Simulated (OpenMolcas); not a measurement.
# Sb4+: CASPT2 settings compared

```
Program             : OpenMolcas 26.06
Basis               : ANO-R3 [8s7p5d3f2g1h]
Scalar Hamiltonian  : X2C, finite nucleus
Active space        : 1 electron in 4 orbitals (5s 5p)
State averaging     : 2S+1 = 2 even, 1 root; 2S+1 = 2 odd, 3 roots
Spin-orbit coupling : state interaction with AMFI integrals over the reference wave functions, term energies averaged over their components
```

Methods on the same reference wave functions:
A. CASSCF
B. SS-CASPT2, IPEA 0.75 Eh, real shift 0.05 Eh (closed shells correlated: 4d)
C. XMS-CASPT2, IPEA 0.4 Eh, imaginary shift 0.05 Eh (closed shells correlated: 4s 4p 4d)

Energies in cm⁻¹ above 5s ²S_1/2, the measured ground level; measured values from Moore, Atomic Energy Levels, vol. III, NSRDS-NBS 35 (1971 reprint of NBS Circular 467, 1958).

```json
{"Level": "5s ²S_1/2", "A": "0.0", "B": "0.0", "C": "0.0", "Measured": "0.0"}
{"Level": "5p ²P°_1/2", "A": "80183", "B": "83145", "C": "83203", "Measured": "81566"}
{"Level": "5p ²P°_3/2", "A": "87514", "B": "90476", "C": "90534", "Measured": "90553"}
```

Deviations, from unrounded energies. A percentage is the sum of absolute deviations over the sum of measured energies, with the sign that they share, or ± where signs differ.

| Against measurement | Levels | A | B | C |
| --- | --- | --- | --- | --- |
| mean absolute deviation (cm-1) | 2 | 2200 | 830 | 830 |
| other configurations (%) | 2 | -2.6 | ±1.0 | ±1.0 |

B, C lie about equally close to measurement and A furthest from it. The largest miss of C in the table is 5p ²P°_1/2, by +1600 cm-1. The ranking rests on the paired levels alone, and a cruder setting can come out closer through cancelling errors.

Between B and C the level of the table that moves most is 5p ²P°_3/2, by 58 cm-1 (lowest in B, highest in C).

The two smallest mean deviations differ by little beside CASPT2's spread within terms, so their order carries little weight.

The lowest spin-free term lies below A's lowest term by 0.435 hartree in B, 0.722 hartree in C.

With one active electron the reference holds no correlation, so core polarisation is missing (holds for A). With one active electron, CASPT2 adds the correlation within the correlated inactive shells and between them and that electron, and leaves the splitting within a term as the reference gives it (holds for B; C). Measured partners are found by configuration, term and J. A level has none where our copy of the source lacks it or the pairing is in doubt (some pairs that miss far off the trend of their configuration count as doubtful), and it then counts in no deviation. Only configurations of the active space appear.

° marks odd parity.
